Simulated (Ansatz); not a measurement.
This geometry of C₃H₉BFN (15 atoms, charge 0, multiplicity 1) is a first-order saddle point.

Method: Ansatz, RKS B3LYP/cc-pVDZ.

```xyz
15
Properties=species:S:1:pos:R:3
B -0.963 -1.702 0.702
C -0.726 -0.747 -0.529
C -0.007 0.547 -0.076
C 1.116 0.966 -1.013
N 0.497 0.367 1.266
F -0.954 1.615 -0.086
H -0.528 -2.827 0.734
H -1.649 -1.337 1.628
H -1.689 -0.456 -0.985
H -0.130 -1.233 -1.317
H 1.908 0.204 -1.031
H 1.546 1.925 -0.680
H 0.724 1.099 -2.032
H -0.287 0.395 1.921
H 1.121 1.132 1.528
```

Problem. Which two structures does it join? (They come from a converged band through this point; their orientation in space is the band's.)

Solution. Bonds broken: B1–N5. The dihedral H8–B1–N5–H15 changes from 104 to -55° by way of a nearly straight angle B1–N5–H15 (up to 175°), not by a turn about the bond.

First end point:

```xyz
15
Properties=species:S:1:pos:R:3
B -0.418 -1.301 0.829
C -0.983 -0.656 -0.578
C -0.171 0.597 -0.279
C 1.183 0.706 -0.947
N -0.031 0.330 1.196
F -0.838 1.815 -0.442
H 0.639 -1.899 0.751
H -1.200 -1.732 1.651
H -2.057 -0.414 -0.550
H -0.746 -1.120 -1.545
H 1.766 -0.213 -0.793
H 1.741 1.571 -0.553
H 1.035 0.852 -2.027
H -0.794 0.793 1.696
H 0.853 0.622 1.619
```

Last end point:

```xyz
15
Properties=species:S:1:pos:R:3
B -1.632 -1.386 0.532
C -0.521 -0.828 -0.411
C 0.192 0.456 0.017
C 1.148 1.009 -1.032
N 0.864 0.272 1.261
F -0.856 1.442 0.145
H -2.313 -2.309 0.156
H -1.817 -0.965 1.648
H -0.946 -0.697 -1.424
H 0.223 -1.643 -0.532
H 1.965 0.297 -1.221
H 1.582 1.961 -0.688
H 0.610 1.200 -1.972
H 0.198 -0.012 1.981
H 1.281 1.152 1.571
```

Problem. How far does it lie above each of them?

Solution. 12.2 kcal/mol above the first and 3.8 kcal/mol above the second. This is the barrier of this one path; another mechanism may lie lower. The orbitals stay closed-shell, which can raise the energy where a bond breaks towards radicals; this wasn't checked here.

Run time: 5.2 min on 2 threads of Arm Neoverse V1, on a shared host, peak memory 0.35 GiB.
